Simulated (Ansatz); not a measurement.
System: C$_{4}$H$_{2}$ClO, charge 0, multiplicity 2. It need not be the lowest isomer of its formula. 
Coordinates optimised at B3LYP-D3(BJ)/def2-TZVP (Ansatz, a program for electronic structure):
```xyz
8

Cl     1.8499    -0.7664     0.0000
C      0.2520    -0.1430    -0.0011
C     -0.9659    -0.8682    -0.0359
C     -1.9954    -0.0042    -0.0235
O     -1.4798     1.2682     0.0185
C     -0.1212     1.1644     0.0315
H     -3.0653    -0.0923    -0.0385
H      0.4378     2.0820     0.0640
```
Charge 0, spin multiplicity 2.

Basis-set convergence of Hartree-Fock and CCSD correlation energies (hartree) with Ansatz. Correlated levels leave the core frozen unless marked. Open shells are spin-unrestricted. No spin-orbit coupling. No relativistic terms.

The UHF reference is spin-contaminated (<S^2> 0.36 over the pure value in the largest basis). 

| basis | functions | E(HF) | E(corr, CCSD) |
|---|---|---|---|
| cc-pV(D+d)Z | 103 | -686.90512 | -0.83565 |
| cc-pV(T+d)Z | 217 | -686.98140 | -1.02918 |
| cc-pV(Q+d)Z | 399 | -687.00014 | -1.09404 |

Extrapolating the two largest sets (X = 3 and 4) as X^-3: E(corr) = (64·(-1.09404) - 27·(-1.02918))/37 = -1.1414 Eh, an estimate of the basis-set limit. The largest set recovers 95.9 % of it, the smallest 73.2 %.
